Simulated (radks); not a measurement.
Results of a calculation; reference values are marked as such.
Ionisation of the cerium ion Ce+, [Xe] 4f1 5d2, to Ce2+, [Xe] 4f2, under several functionals. Scalar-relativistic Kohn-Sham, spin-polarised, spherical densities, point nucleus; open shells are filled with parallel spins first (spin-orbit coupling, left out, can overturn this in heavy ions); a radial shooting solver on a logarithmic mesh with Libxc functionals.

\begin{tabular}{lrrrrrr}
functional & E(Ce+) (hartree) & Exc (hartree) & IE (eV) & -e(HOMO) (eV) & <r> HOMO (bohr) & IE error (eV) \\ \hline
exchange-only PBE & -8857.1383 & -206.0212 & 9.542 & 7.127 & 2.918 & -1.414 \\
B86b exchange with PBE correlation & -8861.1275 & -210.0752 & 9.834 & 7.716 & 2.808 & -1.122 \\
HCTH/407 & -8865.5879 & -214.7837 & 8.970 & 7.655 & 2.732 & -1.986 \\
OLYP & -8863.5500 & -212.6402 & 9.244 & 7.449 & 2.776 & -1.712 \\
PW91 & -8861.3849 & -210.3360 & 9.835 & 7.742 & 2.808 & -1.121 \\
LDA (Slater exchange, Perdew-Zunger correlation) & -8853.6761 & -202.5805 & 9.769 & 7.804 & 2.817 & -1.187 \\
RPBE & -8860.6382 & -209.5871 & 9.781 & 7.637 & 2.804 & -1.175 \\
SOGGA & -8856.4716 & -205.3908 & 9.701 & 7.628 & 2.801 & -1.255 \\
\end{tabular}

NIST Atomic Spectra Database: 10.96 eV (semi-empirical). Closest: PW91. The Delta-SCF values span 0.87 eV, the total energies 11.91 hartree. The highest occupied level is 5d. Open shells are spherical and high-spin; term and fine-structure splittings are not resolved. Spin-orbit splitting is averaged out at the scalar-relativistic level.
